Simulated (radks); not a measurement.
The numbers below are computed, except where a source is named.
Effect of the nuclear size on neutral aluminium, [Ne] 3s2 3p1. Code: a radial shooting solver on a logarithmic mesh with Libxc functionals. Model: Dirac Kohn-Sham, LDA (Slater exchange, Perdew-Wang correlation), spin-unpolarised, spherical densities, finite nucleus; open shells are shared between the two j in proportion to 2j + 1; Fermi nuclear charge, rms radius 3.061 fm. The rms radius is varied about that value; shifts are against it.

rms radius (fm) = 2.6141: total energy shift (eV) -0.000997; density at nucleus (e/bohr^3) 1491; 1s1/2 shift (meV) -0.415
rms radius (fm) = 2.9447: total energy shift (eV) -0.000274; density at nucleus (e/bohr^3) 1488; 1s1/2 shift (meV) -0.114
rms radius (fm) = 3.061: total energy shift (eV) 0; density at nucleus (e/bohr^3) 1488; 1s1/2 shift (meV) 0.000
rms radius (fm) = 3.364: total energy shift (eV) 0.000764; density at nucleus (e/bohr^3) 1486; 1s1/2 shift (meV) 0.318
rms radius (fm) = 3.4773: total energy shift (eV) 0.00107; density at nucleus (e/bohr^3) 1486; 1s1/2 shift (meV) 0.444

Slopes of the eigenvalues against <r^2> in GHz/fm^2, as finite differences over the two radii next to the reference (eigenvalue slopes, not the field-shift constants of lines): 1s1/2 39.5.
